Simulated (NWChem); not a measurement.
System: CH6FNSi; SMILES FC[SiH2]N

```xyz
10

N      0.4278    -2.0235     0.0000
Si    -0.4546    -0.5391     0.0000
C      0.6273     1.0311     0.0000
F     -0.1922     2.1460     0.0000
H      0.8594    -2.3914    -0.8385
H      0.8594    -2.3914     0.8385
H     -1.3018    -0.4888     1.2290
H     -1.3018    -0.4888    -1.2290
H      1.2851     1.0682    -0.8882
H      1.2851     1.0682     0.8882
```
Atoms are numbered in this order, from 1.

Computed with NWChem. Structure relaxed at the PBE0/def2-SVP level. Atomic charges in e: unrestrained fits to the electrostatic potential beside Mulliken populations; buried atoms are poorly determined by the fit.

Question: Predict the results for B3LYP/def2-SVP. Quantities: ESP N1; Mulliken N1; ESP Si2; Mulliken Si2; ESP C3; Mulliken C3; ESP F4; Mulliken F4; relative RMS misfit of the potential (%).

Answer: 
```yaml
ESP N1: -0.85
Mulliken N1: -0.37
ESP Si2: 0.60
Mulliken Si2: 0.50
ESP C3: 0.16
Mulliken C3: 0.08
ESP F4: -0.29
Mulliken F4: -0.28
relative RMS misfit of the potential (%): 27
```
